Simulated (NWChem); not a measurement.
System: InH$_{2}$I; SMILES [InH2][I]

def2 effective core potentials on In, I; no spin-orbit coupling.

Question: Give the equilibrium geometry at PBE-D3(BJ)/def2-SVP with def2 effective core potentials on In, I (NWChem) as an XYZ file, with the point group.

Answer: point group C2v; any orientation.
```
4

In     0.0000     0.0000    -1.4391
H      0.0000     1.5889    -2.1253
H      0.0000    -1.5889    -2.1253
I      0.0000     0.0000     1.2751
```
